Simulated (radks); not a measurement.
Results of a calculation; reference values are marked as such.
Question: Species: V3+. Configuration: [Ar] 4d2 (not the ground configuration). Code: a radial shooting solver on a logarithmic mesh with Libxc functionals. Model: Dirac Kohn-Sham, HCTH/407, spin-unpolarised, spherical densities, point nucleus; open shells fill j = l - 1/2 first.

Spin-orbit splittings of the eigenvalues, e(l+1/2) - e(l-1/2), with zeta = 2 splitting/(2l+1) and mean radii in bohr:

| shell | occ. | splitting (eV) | zeta (eV) | <r> j=l-1/2 | <r> j=l+1/2 |
|---|---|---|---|---|---|
| 2p | 6 | ? | ? | 0.2717 | 0.2744 |
| 3p | 6 | 0.9573 | 0.6382 | 0.9398 | 0.9461 |
| 3d | 0 | 0.1118 | 0.04474 | 1.015 | 1.016 |
| 4d | 2 | 0.01596 | 0.006385 | 3.153 | 3.156 |

Estimate the 2p splitting.

Answer: 7.106 eV (zeta = 4.737 eV).
